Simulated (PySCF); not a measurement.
Property card for `CCCCS[Si](C)(C)SCCCC` (Me2Si(SBu)2)

Me2Si(SBu)2, C10H24S2Si.
Atom-mapped SMILES: `[CH3:1][CH2:2][CH2:3][CH2:4][S:5][Si:6]([CH3:7])([CH3:8])[S:9][CH2:10][CH2:11][CH2:12][CH3:13]` (hydrogens: H14, H15, H16 on C1; H17, H18 on C2; H19, H20 on C3; H21, H22 on C4; H23, H24, H25 on C7; H26, H27, H28 on C8; H29, H30 on C10; H31, H32 on C11; H33, H34 on C12; H35, H36, H37 on C13)

**PBE0-D3(BJ)/def2-SVP geometry optimisation, gas phase (PySCF)**

| Quantity | Value |
| --- | --- |
| Point group | C1 |
| Rotational constants A, B, C | 0.789, 0.290, 0.244 GHz |

**wB97X-D/def2-SVPD ground state and vertical TDDFT (core frozen in the response) (PySCF)**

| Item | Value |
| --- | --- |
| Dipole moment | 2.57 D |
| HOMO energy | -8.45 eV |
| LUMO energy | 1.94 eV |
| HOMO–LUMO gap | 10.39 eV |
| Lowest singlet excitation | 5.75 eV (216 nm, f = 0.008) |
| Lowest triplet excitation (Tamm–Dancoff) | 5.38 eV |
| Static isotropic polarisability | 188.9 au |
| Electronic spatial extent ⟨r²⟩ about the centre of nuclear charge | 4902 bohr² |

From HF/pcSseg-1 ground state and GIAO shieldings, non-relativistic (PySCF):

| Property | Result |
| --- | --- |
| 13C chemical shifts (computed TMS as zero) by class | 32.7 (C3/C11), 26.6 (C4/C10), 20.8 (C2/C12), 14.8 (C1/C13), 4.9 (C7/C8) ppm |
| 1H chemical shifts (computed TMS as zero) by class | 2.17 (H21/H22/H29/H30), 1.25 (H17/H18/H33/H34), 1.08 (H19/H20/H31/H32), 0.99 (H14/H15/H16/H35/H36/H37), 0.36 (H23/H24/H25/H26/H27/H28) ppm |
| Isotropic shieldings of nuclei other than C and H, by class | 365 (Si6), 701 (S5/S9) ppm |

Monoisotopic mass from the formula: 236.1089 u.

The principal polarisabilities are 161.6, 185.7 and 219.3 au; their mean is the isotropic value. The dipole matches unit charges of opposite sign 0.53 Å apart (1 e·Å = 4.8032 D). S1 lies 4.64 eV below the HOMO–LUMO gap. The rotational constants make it an asymmetric top with κ = (2B − A − C)/(A − C) = -0.83, nearer the prolate limit (−1).

 NMR classes are plain means over equivalent atoms (diastereotopic ones count apart unless rotation or inversion swaps them), as if these changed places fast; in this geometry the members of some classes differ.

One conformer stands for the species.
